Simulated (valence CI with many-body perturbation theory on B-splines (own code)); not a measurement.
The numbers below are computed, except where a source is named.
## Hyperfine factors and g values of Re LXII

Level of theory: configuration interaction combined with many-body perturbation theory (CI+MBPT): four valence electrons over a frozen Dirac-Fock core [Ne], a basis of 11 s, 11 p, 9 d, 7 f, 5 g, 2 h, 1 i functions for each j, with the one-electron correlation potential Σ1 (screened to all orders), the two-electron term Σ2, the three-electron term Σ3, Breit, model QED; selected single and double excitations, second order for the rest (own B-spline code, finite nucleus).

The last digits are not significant, and no measured levels were compared; by estimate large intervals hold to a few tenths of a per cent, small ones and those within an open d or f shell to about a per cent.

A/g_I is the dipole constant over the nuclear g factor μ/I (μ in nuclear magnetons, uniformly magnetised nucleus), B/Q the quadrupole constant per barn. Both hold the static response of the core; the bare values leave it out. Large factors of s and p1/2 electrons are usually good to 5 to 10 %; those of open d and f shells near neutrality can be off by tens of per cent, and small factors of p3/2, d and f electrons come from cancelling terms and can be off by a factor of two or in sign, in half-filled shells by more. B is blank for J = 1/2, where it vanishes, and for nearly pure S terms. Energies count from the lowest level. Levels with J = 0 are left out.

Levels are named by their leading jj configuration (3d3/2^4 stands for four electrons in 3d with j = 3/2), which in mixed levels can hold well under half, so a name can repeat and another be missing. Letters in brackets count levels of one name in rising energy.

| Level | E (eV) | g | A/g_I (MHz) | A/g_I bare | B/Q (MHz/b) | B/Q bare |
| --- | --- | --- | --- | --- | --- | --- |
| (3s^2 3p1/2 3p3/2) J=1 | 371.5 | 1.488 | -224000 | -216000 | 227000 | 224000 |
| (3s^2 3p1/2 3p3/2) J=2 | 380.9 | 1.161 | 676000 | 666000 | 422000 | 417000 |
| (3s 3p1/2^2 3p3/2) J=2 | 543.9 | 1.520 | 1650000 | 1620000 | 424000 | 419000 |
| (3s 3p1/2^2 3p3/2) J=1 | 571.9 | 1.046 | -1090000 | -1060000 | 235000 | 232000 |
| (3s^2 3p1/2 3d3/2) J=2 | 595.4 | 0.752 | 601000 | 594000 | 91400 | 93500 |
| (3s^2 3p1/2 3d3/2) J=1 | 640.2 | 0.880 | -517000 | -501000 | 72700 | 73100 |
| (3s^2 3p1/2 3d5/2) J=2 | 701.8 | 1.284 | -233000 | -225000 | 65400 | 67300 |
| (3s^2 3p1/2 3d5/2) J=3 | 703.0 | 1.103 | 380000 | 376000 | 70100 | 72700 |
| (3s^2 3p3/2^2) J=2 | 759.6 | 1.310 | 237000 | 236000 | 31300 | 30900 |
| (3s 3p1/2^2 3d3/2) J=1 | 772.2 | 0.442 | -1360000 | -1330000 | 38100 | 39300 |
| (3s 3p1/2^2 3d3/2) J=2 | 779.8 | 1.125 | 1570000 | 1540000 | 73500 | 75500 |
| (3s 3p1/2^2 3d5/2) J=3 | 873.5 | 1.343 | 1050000 | 1030000 | 69900 | 72500 |
| (3s 3p1/2^2 3d5/2) J=2 | 887.7 | 1.025 | -923000 | -899000 | 51700 | 54100 |
| (3s 3p1/2 3p3/2^2) J=2 [a] | 906.4 | 1.527 | 1070000 | 1050000 | 92200 | 91000 |
| (3s 3p1/2 3p3/2^2) J=3 | 925.3 | 1.310 | 1440000 | 1410000 | 21700 | 21500 |
| (3s 3p1/2 3p3/2^2) J=2 [b] | 951.9 | 1.082 | 157000 | 159000 | -24100 | -23600 |
| (3s 3p1/2 3p3/2^2) J=1 [a] | 952.2 | 1.269 | 1200000 | 1180000 | -315000 | -311000 |
| (3s 3p1/2 3p3/2^2) J=1 [b] | 963.8 | 1.339 | 999000 | 984000 | 239000 | 236000 |
| (3s^2 3p3/2 3d3/2) J=3 | 1004.7 | 1.081 | 213000 | 213000 | 493000 | 490000 |
| (3s^2 3p3/2 3d3/2) J=2 | 1009.4 | 1.058 | 31500 | 35800 | -33800 | -33400 |
| (3s^2 3p3/2 3d3/2) J=1 | 1009.9 | 1.116 | 269000 | 268000 | -221000 | -219000 |
| (3s^2 3p3/2 3d5/2) J=4 | 1066.7 | 1.237 | 115000 | 117000 | 553000 | 550000 |
| (3s^2 3p3/2 3d5/2) J=2 | 1076.7 | 1.227 | 83600 | 86100 | -292000 | -288000 |
| (3s^2 3p3/2 3d5/2) J=3 | 1099.8 | 1.200 | 131000 | 132000 | -8760 | -6310 |
| (3s^2 3p3/2 3d5/2) J=1 | 1110.3 | 1.072 | -30200 | -25600 | 74000 | 74100 |
| (3s 3p1/2 3p3/2 3d3/2) J=2 [a] | 1114.1 | 1.168 | 416000 | 413000 | -3690 | -3530 |
| (3s 3p1/2 3p3/2 3d3/2) J=1 [a] | 1124.1 | 1.131 | 613000 | 606000 | -208000 | -206000 |
| (3s 3p1/2 3p3/2 3d3/2) J=3 [a] | 1129.6 | 1.129 | 939000 | 925000 | 138000 | 138000 |
| (3s 3p1/2 3p3/2 3d3/2) J=2 [b] | 1134.4 | 1.186 | 528000 | 523000 | -48000 | -47800 |
| (3s 3p1/2 3p3/2 3d3/2) J=4 | 1147.1 | 1.156 | 1120000 | 1110000 | 422000 | 419000 |
| (3s 3p1/2 3p3/2 3d3/2) J=2 [c] | 1161.2 | 0.909 | 676000 | 666000 | -148000 | -146000 |
| (3s 3p1/2 3p3/2 3d3/2) J=3 [b] | 1167.9 | 1.265 | 982000 | 968000 | 389000 | 385000 |
| (3s 3p1/2 3p3/2 3d3/2) J=1 [b] | 1172.5 | 1.696 | 2360000 | 2320000 | 149000 | 148000 |
| (3s 3p1/2 3p3/2 3d3/2) J=2 [d] | 1174.7 | 1.373 | 1080000 | 1070000 | 129000 | 125000 |

Q: Take the isotope of mass number 185, with I = 5/2, μ = 3.176 μN and Q = 2.07 b. What is the hyperfine structure of (3s^2 3p1/2 3d3/2) J=1?

A: From the table A = -656000 MHz, B = 150000 MHz. Shifts from the centre of gravity in MHz: F = 3/2: 2400000, F = 5/2: 536000, F = 7/2: -1600000.
